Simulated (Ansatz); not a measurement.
Frontier orbitals of `C[CH](O)[GaH2]`.

Z-matrix (Å, degrees):
```
C
C 1 1.501
H 1 1.093 2 109.9
H 1 1.097 2 111.7 3 119.5
H 1 1.095 2 111.8 3 -118.8
O 2 1.475 1 112.0 3 -177.7
Ga 2 1.972 1 123.6 3 85.4
H 2 1.090 1 111.4 3 -60.4
H 6 0.963 2 107.9 1 -24.7
H 7 1.573 2 114.5 1 30.6
H 7 1.565 2 121.2 1 -161.6
```

Total charge 0; spin multiplicity 1. Correlated methods include outer-core shells of Ga, which these sets cover unevenly. Scalar relativity is left out up to krypton. Geometry: relaxed with PBE0-D4/def2-TZVP. It is one conformer, not always the lowest. Basis def2-TZVPP, the Gaussian-basis code of Ansatz.

```json
{"functional": "PBE", "HOMO (eV)": "-5.55", "LUMO (eV)": "-1.59", "gap (eV)": "3.96"}
{"functional": "r2SCAN", "HOMO (eV)": "-5.77", "LUMO (eV)": "-1.30", "gap (eV)": "4.47"}
{"functional": "B97M-V", "HOMO (eV)": "-5.86", "LUMO (eV)": "-1.55", "gap (eV)": "4.31"}
{"functional": "PBE0", "HOMO (eV)": "-6.76", "LUMO (eV)": "-0.80", "gap (eV)": "5.96"}
{"functional": "B3LYP", "HOMO (eV)": "-6.59", "LUMO (eV)": "-1.08", "gap (eV)": "5.51"}
{"functional": "HSE06 (plane-wave form)", "HOMO (eV)": "-6.36", "LUMO (eV)": "-1.17", "gap (eV)": "5.19"}
{"functional": "BHLYP", "HOMO (eV)": "-7.94", "LUMO (eV)": "-0.09", "gap (eV)": "7.85"}
{"functional": "ωB97M-V", "HOMO (eV)": "-9.00", "LUMO (eV)": "0.85", "gap (eV)": "9.85"}
{"functional": "HF", "HOMO (eV)": "-9.75", "LUMO (eV)": "1.91", "gap (eV)": "11.66"}
```

(1) What is the vertical ionisation energy at frozen-core CCSD(T)/def2-TZVPP? (Estimate.)

## Answers

(1) The calculation gave: 9.01 eV (T1 of the cation 0.018).

Against PBE, PBE0 changes HOMO and LUMO by −1.21 and +0.79 eV, ωB97M-V by −3.45 and +2.44 eV. A gap of 3.96 eV thus becomes 9.85 eV for the same molecule, so an orbital gap means little without its functional. A positive LUMO is unbound and depends on the basis. −ε(HOMO) differs from that ionisation energy by −3.47 eV with PBE and −0.02 eV with ωB97M-V.

B3LYP here is the variant with VWN-RPA as its local correlation; programs differ in this.
